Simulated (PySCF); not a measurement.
BH6N, SMILES [BH3-][NH3+]. The structure is a stationary point at B3LYP-D3(BJ)/def2-TZVP.

TDA-PBE/def2-TZVPD run with PySCF 2.14.0 puts the lowest singlet excitations at 5.25, 5.25, 7.10, 7.10, 7.10, 7.14 eV.

### Question
What are the lowest excitation roots from ADC(2)/aug-cc-pVDZ (PySCF)? (An estimate is asked for; the answer gives what the named calculation found.)

### Answer
6.99, 6.99, 8.26, 8.26, 8.29, 8.35 eV. S1 differs by 1.74 eV (second minus first; roots are paired by order, and the bases may differ).
